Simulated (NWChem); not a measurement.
System: AlCl, singlet; SMILES [Al][Cl]

Computed with NWChem. Pople sets run with spherical d functions. Low-valent species are run as closed-shell singlets; no triplet was tried in these runs. Coordinates come from a PBE0/def2-SVP optimisation. Level TPSS/6-31G*: energy and gradient; each run changes one setting, and changes count from the defaults (medium grid, exact Coulomb integrals, symmetry on).

| setting | size of the energy change (μHa) | largest change of a gradient component (μHa/bohr) |
|---|---|---|
| defaults | < 10 | < 30 |
| tight SCF thresholds and tolerances | < 10 | < 30 |
| Coulomb fitting, Weigend set | 30 | < 30 |
| extra-fine grid | < 10 | < 30 |
| coarse grid | < 10 | < 30 |
